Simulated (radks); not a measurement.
Values are calculated unless marked as measured or tabulated.
Problem. Radial electron density D(r) = 4 pi r^2 rho(r) of an atom or ion with 10 electrons. Code: a radial shooting solver on a logarithmic mesh with Libxc functionals. Model: Dirac Kohn-Sham, PBE, spin-unpolarised, spherical densities, point nucleus.

r (bohr)  D(r) (e/bohr)
0.001983          6.560
0.002461          9.265
0.003055          12.92
0.003791          17.75
0.004705          23.92
0.005839          31.48
0.007247          40.25
0.008995          49.64
0.01116           58.62
0.01385           65.69
0.01733           69.35
0.02151           68.37
0.0267            63.74
0.03314           58.37
0.04113           56.58
0.05104           61.27
0.06335           70.52
0.07862           76.86
0.09758           71.85
0.1211            53.75
0.1503            30.33
0.1865            12.11
0.2334            2.982
0.2896           0.4521
0.3595          0.03573
0.4461         0.001264

What is the nuclear charge?

Solution. Z = 54. The innermost maximum, from 1s, lies near gamma/Z bohr with gamma = sqrt(1 - (Z/c)^2) = 0.919, here 0.017 bohr (found: 0.0185), and its height grows with Z. The density is that of the xenon ion Xe44+ in [Ne]; the configuration itself is not fixed sharply by these data, and Z only to a few units. D(r) has 2 maxima, at r = 0.0185, 0.0812 bohr, and minima at 0.0395 bohr, inside which lie 2.12 electrons.
